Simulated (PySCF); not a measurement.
Geometry (Å), atoms numbered from 1 in this order:
```xyz
16

C    -1.018   -1.459    0.950
C    -0.416   -0.058    0.880
Si   -1.160    1.174   -0.414
C     0.668    1.505   -0.987
F     1.124    2.774   -0.623
Si    1.366    0.112    0.164
C     1.776   -1.378   -0.883
N     2.003   -2.300   -1.523
H    -0.473   -2.085    1.655
H    -2.058   -1.414    1.271
H    -0.984   -1.945   -0.023
H    -0.461    0.372    1.885
H    -1.949    0.525   -1.459
H    -1.819    2.355    0.134
H     0.881    1.423   -2.055
H     2.513    0.407    1.015
```

Gas phase, no relativistic terms, fast rotation and ring inversion assumed for equivalent nuclei, a single conformation. PBE0/pcSseg-1 with gauge-including orbitals; structure optimised with GFN2-xTB; PySCF 2.14.0 with density-fitted response routines.

Problem. Predict the 2D correlation tables (HSQC, COSY, HMBC).

Solution. 

HSQC (one-bond C–H):
```csv
δH,δC
5.95 (H15),92.3 (C4)
1.92 (H12),14.1 (C2)
1.49 (H9/H10/H11),15.6 (C1)
```

COSY cross peaks (H two or three bonds apart, from the bond graph; peaks can be absent where the dihedral angle is near 90°):
```csv
δH,δH
5.95 (H15),5.26 (H16)
5.95 (H15),4.99 (H14)
5.95 (H15),4.75 (H13)
5.26 (H16),1.92 (H12)
4.99 (H14),4.75 (H13)
4.99 (H14),1.92 (H12)
4.75 (H13),1.92 (H12)
1.92 (H12),1.49 (H9/H10/H11)
```

HMBC (two and three bonds, from the bond graph):
```csv
δH,δC
5.95 (H15),"123.1 (C7), 14.1 (C2)"
5.26 (H16),"123.1 (C7), 92.3 (C4), 15.6 (C1), 14.1 (C2)"
4.99 (H14),"92.3 (C4), 15.6 (C1), 14.1 (C2)"
4.75 (H13),"92.3 (C4), 15.6 (C1), 14.1 (C2)"
1.92 (H12),"123.1 (C7), 92.3 (C4), 15.6 (C1)"
1.49 (H9/H10/H11),14.1 (C2)
```

Chemical shifts δ = σref − σ; $^{1}$H (σref 31.72) and $^{13}$C (σref 186.93) against TMS, all at this level.

Shifts are as computed. Against solution values, carbons near 30 ppm lie about +3 ppm off and those near 130 ppm about +5 ppm. Of 1211 compounds with measured shifts, 218 miss one by over three times the rms of a fit or turn the order of signals round; such compounds aren't used in these exercises.
